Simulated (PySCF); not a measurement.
Isomers C$_{6}$H$_{10}$O$_{2}$Si:

A. `C=C[C@@H]1COCC(=O)[SiH2]1`
B. `CC1=C(C)[SiH2]OC(=O)C1`
C. SMILES O=C/C=C/C(=O)CC[SiH3]
D. `O=C1[SiH2][C@@H]2CC[C@H]1OC2`
E. SMILES [SiH2]1C(=C)C(=C)[C@@H](OC)O1

Spectrum 1. 1H NMR (300 MHz, computed): δ 5.33 (s, 2H), 3.13 (s, 2H), 2.02 (s, 3H), 1.81 (s, 3H). 13C{1H} NMR (computed): δ 170.0 (C), 157.9 (C), 128.0 (C), 46.1 (CH2), 24.2 (CH3), 16.0 (CH3).

Spectrum 2. 1H NMR (300 MHz, computed): δ 10.08 (d, 1H), 6.68 (m, 1H), 6.66 (m, 1H), 4.15 (t, 3H), 3.01 (t, 2H), 0.83 (m, 2H). 13C{1H} NMR (computed): δ 212.6 (C), 199.3 (CH), 155.4 (CH), 145.9 (CH), 39.5 (CH2), 4.2 (CH2).

Spectrum 3. 1H NMR (300 MHz, computed): δ 4.77 (m, 1H), 4.35 (m, 1H), 4.28 (m, 1H), 3.92 (m, 1H), 3.77 (m, 1H), 2.39 (m, 1H), 2.01 (m, 1H), 1.85 (m, 1H), 1.74 (m, 1H), 1.49 (m, 1H). 13C{1H} NMR (computed): δ 250.6 (C), 83.3 (CH), 68.7 (CH2), 28.9 (CH2), 23.4 (CH), 23.1 (CH2).

Spectrum 4. 1H NMR (300 MHz, computed): δ 6.82 (m, 1H), 5.40 (m, 1H), 5.36 (m, 1H), 4.43 (m, 1H), 4.42 (m, 1H), 4.40 (m, 1H), 3.96 (m, 1H), 3.87 (m, 1H), 3.78 (m, 1H), 2.40 (m, 1H). 13C{1H} NMR (computed): δ 249.3 (C), 148.6 (CH), 119.0 (CH2), 90.7 (CH2), 74.6 (CH2), 37.0 (CH).

Spectrum 5. 1H NMR (300 MHz, computed): δ 6.77 (br s, 1H), 5.99 (br s, 1H), 5.85 (br s, 1H), 5.50 (br s, 1H), 5.49 (s, 1H), 5.31 (m, 1H), 5.21 (m, 1H), 3.64 (s, 3H). 13C{1H} NMR (computed): δ 155.1 (C), 147.9 (C), 130.2 (CH2), 114.7 (CH2), 110.7 (CH), 56.5 (CH3).

Level of theory: geometry from GFN2-xTB, GIAO PBE0/pcSseg-1 shieldings, in PySCF 2.14.0 with density-fitted response routines (non-relativistic, gas phase, averaged over atoms made equivalent by symmetry, fast rotation or ring inversion, single conformer).

Chemical shifts δ = σref − σ; 1H and 13C vs TMS, all at this level. Where no couplings were computed, multiplicities follow the n + 1 count of equivalent neighbours, and m marks all less simple cases (inequivalent or close neighbours, rings, F or P nearby). Shifts are as computed. Against solution values, carbons near 30 ppm lie about +3 ppm off and those near 130 ppm about +5 ppm. Of 1309 compounds with measured shifts, 239 miss one by over three times the rms of a fit or turn the order of signals round; such compounds aren't used in these exercises.

Question: Which spectrum belongs to which compound?

Answer: 1–B, 2–C, 3–D, 4–A, 5–E.

- Spectrum 1 (B): 6 13C signals; δC 157.9 is a fully substituted alkene carbon; δC 128.0 is a fully substituted alkene carbon.
- Spectrum 2 (C): 6 13C signals; δC 212.6 is a ketone carbonyl carbon; δC 199.3 is an aldehyde carbonyl carbon.
- Spectrum 3 (D): 6 13C signals; δC 83.3 is an sp3 CH bonded to O, α to a carbonyl; δC 68.7 is an sp3 CH2 bonded to O.
- Spectrum 4 (A): 6 13C signals; δC 148.6 is an alkene CH; δC 119.0 is a terminal =CH2 carbon.
- Spectrum 5 (E): 6 13C signals; δC 155.1 is a fully substituted alkene carbon; δC 147.9 is a fully substituted alkene carbon.
